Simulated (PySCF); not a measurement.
Potential energy curve for SiH (cation, charge +1), singlet.

Computed with CCSD(T) on UHF/cc-pVDZ, 5 core orbitals frozen (PySCF).

Question: Relative to R = 1.52 Å, what are the energies at R = 2.04, 3.31, 4.13, 6.02 Å?

Answer: 25.4 kcal/mol at 2.04 Å, 70.7 kcal/mol at 3.31 Å, 72.0 kcal/mol at 4.13 Å, 72.2 kcal/mol at 6.02 Å.

The unrestricted determinant behind UCCSD(T) is spin-contaminated at 1.20 to 1.58, 2.04 to 6.02 Å (<S²> up to 1.0, against 0.00 for a pure singlet).
